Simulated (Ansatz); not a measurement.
A nudged elastic band was laid between two geometries of AlClH6OSi (10 atoms, charge 0, multiplicity 1).

These are results of RKS PBE0-D4/def2-SVP (Ansatz), not measurements.

```json
{
 "movable images": "5",
 "climbing image": "yes",
 "spring": "5.0 eV/Å²",
 "optimiser": "quadratic models (default)",
 "start path": "straight line",
 "force threshold": "0.05 eV/Å",
 "iteration limit": "60",
 "end points": "relaxed"
}
```

Image 0:

```xyz
10
Properties=species:S:1:pos:R:3
Si 0.246 0.077 0.380
H 0.854 0.833 1.513
H 1.138 0.106 -0.799
H -1.131 0.553 0.124
Cl -0.985 -2.024 -1.651
O 0.207 -1.538 1.032
Al -0.344 -3.168 0.077
H 1.017 -3.966 -0.114
H -1.514 -3.729 0.997
H 0.482 -1.623 1.955
```

Image 6:

```xyz
10
Properties=species:S:1:pos:R:3
Si -0.087 -0.621 -0.194
H 1.040 0.908 2.329
H 1.115 0.057 -0.737
H -1.143 0.340 0.206
Cl -0.918 -1.772 -1.814
O 0.193 -1.843 0.839
Al -0.315 -3.422 0.209
H 0.819 -4.339 -0.403
H -1.733 -3.938 0.685
H 0.998 0.150 2.395
```

(1) Which bonds break or form, and what moves?

(2) Give the energies along the band, and the barrier.

(3) What is the geometry of the highest image?

The band took 12 iterations and about 4 core-minutes.

Results:

(1) Bonds broken: Si1–H2, Cl5–Al7, O6–H10. Bonds formed: Si1–Cl5, H2–H10. AlClH6OSi becomes AlClH4OSi + H2.

(2) It converged. The highest image is number 3 of 0 to 6, 1.57 eV above the first end and 1.14 eV above the last; the last end lies 0.43 eV above the first. Another band between the same ends (5 images) ends at a top of the same energy, where a vibrational analysis finds 1 clearly imaginary mode. The orbitals stay closed-shell, which can raise the energy where a bond breaks towards radicals; this wasn't checked here.

```csv
image,path coordinate (Å),energy (eV),Si1–H2 (Å),Cl5–Al7 (Å),O6–H10 (Å)
0,0.00,0.00,1.49,2.17,0.97
1,0.47,0.14,1.50,2.20,0.97
2,0.94,0.76,1.55,2.26,0.99
3,1.41,1.57,1.73,2.35,1.25
4,2.00,0.78,2.17,2.51,1.79
5,2.60,0.48,2.66,2.65,2.24
6,3.20,0.43,3.16,2.68,2.65
```

(3) 
```xyz
10
Properties=species:S:1:pos:R:3
Si 0.075 -0.264 0.160
H 0.762 0.293 1.648
H 1.184 0.223 -0.687
H -1.147 0.561 0.263
Cl -0.807 -1.709 -1.490
O 0.247 -1.688 1.077
Al -0.295 -3.233 0.217
H 0.932 -4.118 -0.250
H -1.647 -3.807 0.808
H 0.667 -0.739 1.768
```

Time of the run: 2 min on 2 threads of Arm Neoverse V2, with other jobs on the host, peak memory 0.21 GiB.
